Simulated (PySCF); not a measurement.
Numbering as in the mapped SMILES `[CH2:1]=[C:2]([CH2:3][CH3:4])[C:5](=[O:6])[NH:7][CH3:8]` (H(Xn): hydrogen on atom n). Ha(C1) is cis to C3; Hb(C1) is trans to C3.

Geometry: GFN2-xTB; GIAO shifts from PySCF 2.14, gas phase, non-relativistic, averaged over equivalent atoms.

At PBE0/ANO-RCC-VDZP (167 basis functions, 74 s wall time on 1 thread of an x86-64 server CPU, shared host):
```json
{"atoms": "C5", "δ (ppm)": "167.3"}
{"atoms": "C2", "δ (ppm)": "160.1"}
{"atoms": "C1", "δ (ppm)": "112.1"}
{"atoms": "C3", "δ (ppm)": "31.4"}
{"atoms": "C8", "δ (ppm)": "23.9"}
{"atoms": "C4", "δ (ppm)": "15.6"}
{"atoms": "O6", "δ (ppm)": "361.6"}
{"atoms": "N7", "δ (ppm)": "126.2"}
{"atoms": "Ha(C1)", "δ (ppm)": "5.44"}
{"atoms": "H(N7)", "δ (ppm)": "5.37"}
{"atoms": "Hb(C1)", "δ (ppm)": "5.34"}
{"atoms": "H(C8)", "δ (ppm)": "3.05"}
{"atoms": "H(C3)", "δ (ppm)": "2.54"}
{"atoms": "H(C4)", "δ (ppm)": "0.91"}
```

Shifts are taken against calculated references (same method and geometry level): $^{13}$C (σ = 190.39 ppm), $^{1}$H (σ = 31.76 ppm) against TMS; H2O for $^{17}$O (σ = 334.43 ppm); NH3 for $^{15}$N (σ = 274.18 ppm).

Q: What do these become at X3LYP/pcSseg-1?

A: 
```tsv
atoms	δ at X3LYP/pcSseg-1	change
C5	172.0	+4.7
C2	165.3	+5.2
C1	116.4	+4.3
C3	34.1	+2.7
C8	26.5	+2.6
C4	17.6	+2.0
O6	394.6	+33.0
N7	126.3	+0.1
Ha(C1)	5.26	-0.18
H(N7)	4.98	-0.39
Hb(C1)	5.19	-0.15
H(C8)	3.21	+0.16
H(C3)	2.56	+0.02
H(C4)	1.00	+0.09
```

δ = σ(ref) − σ, references computed at the same level: $^{13}$C (σref 182.17) and $^{1}$H (σref 31.81) vs TMS; $^{17}$O (σref 336.70) vs H2O; $^{15}$N (σref 266.73) against NH3.

The largest change is at O6 (amide-type carbonyl oxygen). Cost: 191 basis functions, 35 s wall time on 1 thread of an x86-64 server CPU, shared host. The order of the carbon signals is the same at both levels.

The C=O carbon of an acid or of an amide with N–H lies up to 10 ppm further downfield in solution, through hydrogen bonding that the calculation lacks. Unscaled 17O shifts of doubly bonded oxygen tend to come out too high, by tens of ppm or more. Experimental scales use liquid or dissolved standards, which lie at an offset from isolated NH3 (liquid NH3: subtract about 20 ppm) and H2O (liquid H2O: subtract about 36 ppm).
